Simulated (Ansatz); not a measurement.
C2H2F6HfO, SMILES `FC(F)(F)C[O][Hf]([F])([F])[F]`, 12 atoms. The species carries charge 0 and has multiplicity 1. Correlated methods include outer-core shells of Hf, which these sets cover unevenly. Hf: def2 effective core potential. Hardware: A = 2 threads of an AMD EPYC 7R13 on a shared host and a share of an NVIDIA H100 80 GB; B = 2 threads of an AMD EPYC 7R13 on a shared host. Correlated methods freeze the cores.

Give the basis size and wall time and peak host memory of each of these runs in Ansatz. RHF-MP2/def2-QZVPP energy [A]; RKS B97M-V/def2-TZVPP energy [A]; RKS ωB97X-V/def2-TZVPP energy [A]; RKS PBE0-D4/def2-QZVPP energy [A]; RKS ωB97M-V/def2-SVP energy [B]; RKS PBE0-D4/def2-SVP energy [B]; RKS PBE0-D4/def2-TZVP frequencies [A]; RKS PBE0-D4/def2-TZVP relaxation (15 steps) [A]; RHF-CCSD(T)/def2-TZVPP energy [A]; RKS ωB97M-V/def2-QZVPP energy [A]; RKS PBE0-D4/def2-TZVPP energy [A]; direct RPA on PBE orbitals/def2-TZVPP energy [A]. (An estimate is asked.)

The calculation gave: Other jobs shared the machine, so times are rough.

| level | job | functions | wall time | peak host memory (GiB) |
| --- | --- | --- | --- | --- |
| RKS ωB97X-V/def2-TZVPP | energy [A] | 363 | 3.4 s | 1 |
| RKS PBE0-D4/def2-TZVPP | energy [A] | 363 | 3.8 s | 0.92 |
| RKS PBE0-D4/def2-SVP | energy [B] | 168 | 5 s | 0.71 |
| direct RPA on PBE orbitals/def2-TZVPP | energy [A] | 363 | 5.5 s | 1.7 |
| RHF-MP2/def2-QZVPP | energy [A] | 654 | 5.5 s | 1.3 |
| RKS B97M-V/def2-TZVPP | energy [A] | 363 | 6 s | 1.1 |
| RKS PBE0-D4/def2-QZVPP | energy [A] | 654 | 8.6 s | 1.2 |
| RKS ωB97M-V/def2-QZVPP | energy [A] | 654 | 15 s | 1.4 |
| RKS ωB97M-V/def2-SVP | energy [B] | 168 | 17 s | 0.85 |
| RHF-CCSD(T)/def2-TZVPP | energy [A] | 363 | 24 s | 0.88 |
| RKS PBE0-D4/def2-TZVP | relaxation (15 steps) [A] | 331 | 45 s | 1 |
| RKS PBE0-D4/def2-TZVP | frequencies [A] | 331 | 2.6 min | 1 |
